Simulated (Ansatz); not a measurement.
Computed with Ansatz.

C2H10OSi2, SMILES `O[SiH2]CC[SiH3]` at its PBE0-D4/def2-TZVP geometry, where that method's forces vanish. Total charge 0; spin multiplicity 1.

| atom | x (Å) | y (Å) | z (Å) |
| --- | --- | --- | --- |
| O1 | 1.2876 | -0.2052 | -1.9509 |
| Si2 | 0.0522 | -1.1677 | -1.4329 |
| C3 | -1.1654 | -0.2780 | -0.3212 |
| C4 | -0.6810 | 0.0403 | 1.0987 |
| Si5 | 0.7109 | 1.2936 | 1.2341 |
| H6 | 1.9204 | 0.0903 | -1.2933 |
| H7 | -0.6387 | -1.6158 | -2.6669 |
| H8 | 0.5801 | -2.3513 | -0.6905 |
| H9 | -2.0559 | -0.9190 | -0.2741 |
| H10 | -1.4853 | 0.6359 | -0.8351 |
| H11 | -1.5073 | 0.4329 | 1.7033 |
| H12 | -0.3530 | -0.8745 | 1.6060 |
| H13 | 0.9592 | 1.6378 | 2.6591 |
| H14 | 0.3886 | 2.5341 | 0.4799 |
| H15 | 1.9877 | 0.7466 | 0.6837 |

(1) For each bond, give half the difference of the two atoms' forces along it (eV/Å; positive pushes the atoms apart) under PBE-D4, r2SCAN-D4, B3LYP-D4, ωB97M-V in def2-TZVPP. (An estimate is asked.)

Results:

(1) The calculation gave: 
| bond | length (Å) | PBE-D4 | r2SCAN-D4 | B3LYP-D4 | ωB97M-V |
| --- | --- | --- | --- | --- | --- |
| O1–Si2 | 1.650 | 0.30 | 0.04 | 0.14 | 0.17 |
| O1–H6 | 0.959 | 0.36 | 0.01 | -0.03 | -0.08 |
| Si2–C3 | 1.874 | -0.06 | -0.03 | 0.05 | -0.02 |
| Si2–H7 | 1.484 | 0.06 | -0.03 | -0.14 | -0.16 |
| Si2–H8 | 1.494 | 0.01 | -0.03 | -0.11 | -0.14 |
| C3–C4 | 1.534 | 0.00 | 0.17 | 0.21 | 0.22 |
| C3–H9 | 1.098 | 0.11 | -0.03 | -0.09 | -0.08 |
| C3–H10 | 1.096 | 0.11 | -0.02 | -0.09 | -0.08 |
| C4–Si5 | 1.878 | 0.00 | -0.01 | 0.09 | 0.02 |
| C4–H11 | 1.097 | 0.11 | -0.03 | -0.09 | -0.09 |
| C4–H12 | 1.096 | 0.11 | -0.03 | -0.08 | -0.08 |
| Si5–H13 | 1.487 | 0.07 | -0.03 | -0.09 | -0.12 |
| Si5–H14 | 1.487 | 0.07 | -0.02 | -0.08 | -0.10 |
| Si5–H15 | 1.494 | 0.07 | -0.02 | -0.08 | -0.09 |

B3LYP here is the variant with VWN-RPA as its local correlation; programs differ in this.
